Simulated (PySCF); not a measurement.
Computed IR spectrum (relative IR intensity) of a molecule C4H4F2. The structure is a stationary point at PBE-D3(BJ)/def2-SVP. One conformer was computed; it need not be the lowest. Method: PBE-D3(BJ)/def2-SVP in PySCF. Harmonic, unscaled wavenumbers; measured fundamentals usually lie a few per cent lower.

Lines under 2 % of the strongest are left out, and lines within 2 cm⁻¹ are merged.

ν (cm⁻¹): 474 (vw), 658 (vw), 872 (w), 883 (w), 977 (m), 994 (w), 1193 (m), 1263 (w), 1333 (m), 1397 (w), 1732 (vs) (against the strongest line: vs over 80 %, s over 45 %, m over 15 %, w over 4 %, vw less)

Problem. Which molecule gave these data?
A. C#CC(C)(F)F
B. C=CC=C(F)F
C. FC1=C(F)CC1
D. FC1(F)C=CC1

Solution. B, C=CC=C(F)F
